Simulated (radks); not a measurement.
The numbers below are computed, except where a source is named.
Question: The mean radii <r> (bohr) of the occupied orbitals of an atom or ion are listed with their occupations. Level of theory: scalar-relativistic Kohn-Sham, PBE, spin-polarised, spherical densities, finite nucleus; Fermi nuclear charge, rms radius of each element as measured or else 0.836 A^(1/3) + 0.57 fm (a radial shooting solver on a logarithmic mesh with Libxc functionals).

| orbital | occ. | <r> |
|---|---|---|
| 1s up | 1 | 0.08573 |
| 1s down | 1 | 0.08571 |
| 2s up | 1 | 0.4130 |
| 2s down | 1 | 0.4124 |
| 2p up | 3 | 0.3751 |
| 2p down | 3 | 0.3746 |
| 3s up | 1 | 1.244 |
| 3p up | 3 | 1.320 |

Name the element and its charge. Open shells, if any, are filled with parallel spins first.

Answer: Z = 18, argon, charge +4: Ar4+ in [Ne] 3s1 3p3. The 1s radius gives Z: for a bare nucleus <r> = (2 gamma + 1)/(2Z) with gamma = sqrt(1 - (Z/c)^2), 0.08285 bohr for Z = 18, and screening makes it slightly larger (0.08573 here). The occupations add up to 14, and the charge is Z minus that.
